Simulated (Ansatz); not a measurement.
Born–Oppenheimer molecular dynamics of FH₇Si₃ (11 atoms, charge 0, multiplicity 1). It goes on from the last frame of an earlier run, with new velocities.

Method: Ansatz 0.2.0, RKS PBE/STO-3G.

```yaml
ensemble: NVE (velocity Verlet)
time_step: 0.5 fs
steps_asked: 166
starting_velocities_drawn_for: 200 K
seed: 17131
```

First frame:

```xyz
11
Properties=species:S:1:pos:R:3
Si -0.091 -0.134 -0.214
H -0.188 -0.399 1.265
Si 2.169 0.019 -0.667
H 2.906 0.059 0.634
H 2.678 -1.043 -1.598
H 2.521 1.098 -1.655
Si -1.059 1.880 -0.621
H -2.537 1.882 -0.536
H -0.561 2.837 0.379
H -0.696 2.438 -1.918
F -0.780 -1.357 -1.091
```

Q: How far do the bonds stretch over the last three quarters of this one trajectory? (Pairs bonded in most of those frames.)

A: 
```csv
bond,mean (Å),spread (Å),shortest,longest
Si1–H2,1.474,0.024,1.44,1.51
Si1–Si3,2.272,0.021,2.24,2.31
Si1–Si7,2.279,0.033,2.22,2.32
Si1–F11,1.674,0.028,1.63,1.72
Si3–H4,1.461,0.034,1.41,1.51
Si3–H5,1.463,0.027,1.42,1.51
Si3–H6,1.465,0.039,1.40,1.52
Si7–H8,1.457,0.013,1.44,1.48
Si7–H9,1.458,0.018,1.43,1.48
Si7–H10,1.457,0.011,1.44,1.48
```

Mean temperature of the second half: 267 K. The conserved energy stayed within 0.15 meV per atom of its start (net change -0.14 meV per atom), so the integration is sound. The kinetic energy rose, since the run started high on the potential surface and went downhill. A run of 0.083 ps of so small a system gives no equilibrium averages. Limits of this set-up: minimal basis.

The run took 4.8 min on 1 thread of Arm Neoverse V2, on a shared host, peak memory 0.087 GiB.
